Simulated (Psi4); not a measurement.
F4Hf (SMILES [F][Hf]([F])([F])[F]), singlet, geometry from GFN2-xTB (such geometries of metal compounds can be far from the true shape) (core potentials on Hf); B3LYP/def2-SV(P) run with Psi4.

Here is a job for Psi4.
```
memory 2 GB

molecule {
0 1
Hf   -0.00000000    0.00000000    0.00000000
F     1.20518713    0.85494875   -1.06482888
F     0.87396618   -1.17058852    1.08774057
F    -1.19007541   -0.90801378   -1.03754778
F    -0.88907790    1.22365355    1.01463609
}

set {
  basis def2-sv(p)
}

energy('b3lyp')
print_variables()
```

### Question
Predict the main parts of the log of this Psi4 run.

### Answer

```
   => Loading Basis Set <=

    Name: DEF2-SV(P)
    Role: ORBITAL
    Keyword: BASIS

    !!!  WARNING: ECP capability is in beta. Please check occupations closely.  !!!

         ---------------------------------------------------------
                                   SCF
               by Justin Turney, Rob Parrish, Andy Simmonett
                          and Daniel G. A. Smith
                              RKS Reference
         ---------------------------------------------------------

  ==> Geometry <==

    Molecular point group: c1
    Full point group: Td

    Geometry (in Angstrom), charge = 0, multiplicity = 1:

       Center              X                  Y                   Z               Mass
    ------------   -----------------  -----------------  -----------------  -----------------
         HF          -0.000000000000     0.000000000000    -0.000000000000   179.946557000000
         F            1.205187130000     0.854948750000    -1.064828880000    18.998403162730
         F            0.873966180000    -1.170588520000     1.087740570000    18.998403162730
         F           -1.190075410000    -0.908013780000    -1.037547780000    18.998403162730
         F           -0.889077900000     1.223653550000     1.014636090000    18.998403162730

  Running in c1 symmetry.

  Rotational constants: A =      0.10031  B =      0.10031  C =      0.10031 [cm^-1]
  Rotational constants: A =   3007.11498  B =   3007.11498  C =   3007.11497 [MHz]
  Nuclear repulsion =  211.983975046827993

  Charge       = 0
  Multiplicity = 1
  Electrons    = 48
  Nalpha       = 24
  Nbeta        = 24

  ==> Algorithm <==

  SCF Algorithm Type is DF.
  DIIS enabled.
  MOM disabled.
  Fractional occupation disabled.
  Guess Type is SAD.
  Energy threshold   = 1.00e-06
  Density threshold  = 1.00e-06
  Integral threshold = 1.00e-12

  ==> Primary Basis <==

  Basis Set: DEF2-SV(P)
    Blend: DEF2-SV(P)
    Number of shells: 35
    Number of basis functions: 81
    Number of Cartesian functions: 87
    Spherical Harmonics?: true
    Max angular momentum: 2

  Core potential: DEF2-SV(P)
    Number of shells: 4
    Number of ECP primitives: 10
    Number of ECP core electrons: 60
    Max angular momentum: 3

  ==> DFT Potential <==

   => LibXC <=

    Version 7.1.2
    S. Lehtola, C. Steigemann, M. J. T. Oliveira, and M. A. L. Marques,  SoftwareX 7, 1–5 (2018) (10.1016/j.softx.2017.11.002)

   => Composite Functional: B3LYP <=

[...]
   @DF-RKS iter   3:  -447.38050986612825   -1.01159e+00   1.30060e-03 DIIS/ADIIS
   @DF-RKS iter   4:  -447.38406061660856   -3.55075e-03   2.74381e-04 DIIS/ADIIS
   @DF-RKS iter   5:  -447.38418793546396   -1.27319e-04   1.64167e-04 DIIS/ADIIS
   @DF-RKS iter   6:  -447.38424785752227   -5.99221e-05   1.90670e-05 DIIS
   @DF-RKS iter   7:  -447.38424872049058   -8.62968e-07   1.57085e-06 DIIS
   @DF-RKS iter   8:  -447.38424872532113   -4.83055e-09   1.83946e-07 DIIS
  Energy and wave function converged.

  ==> Post-Iterations <==

   Electrons on quadrature grid:
      Ntotal   =   48.0000302794 ; deviation = 3.028e-05

    Orbital Energies [Eh]
    ---------------------

    Doubly Occupied:

[...]
    Virtual:

[...]
    Final Occupation by Irrep:
              A
    DOCC [    24 ]
    NA   [    24 ]
    NB   [    24 ]

  @DF-RKS Final Energy:  -447.38424872532113

   => Energetics <=

    Nuclear Repulsion Energy =            211.9839750468279931
    One-Electron Energy =               -1059.7481905870092760
    Two-Electron Energy =                 439.2883402170612044
    DFT Exchange-Correlation Energy =     -38.9083734022009793
    Empirical Dispersion Energy =           0.0000000000000000
    VV10 Nonlocal Energy =                  0.0000000000000000
    Total Energy =                       -447.3842487253211289

Computation Completed

Properties will be evaluated at   0.000000,   0.000000,   0.000000 [a0]

Properties computed using the SCF density matrix

 Multipole Moments:

 ------------------------------------------------------------------------------------
     Multipole            Electronic (a.u.)      Nuclear  (a.u.)        Total (a.u.)
 ------------------------------------------------------------------------------------

 L = 1.  Multiply by 2.5417464519 to convert [e a0] to [Debye]
 Dipole X            :         -0.0000391            0.0000000           -0.0000391
 Dipole Y            :         -0.0000328            0.0000000           -0.0000328
 Dipole Z            :          0.0000297            0.0000000            0.0000297
 Magnitude           :                                                    0.0000591

 ------------------------------------------------------------------------------------

  Variable Map:
  ----------------------------------------------------------------------------
[...]
  Array Variable Map:
  ----------------------------------------------------------------------------
[...]
[...]
```
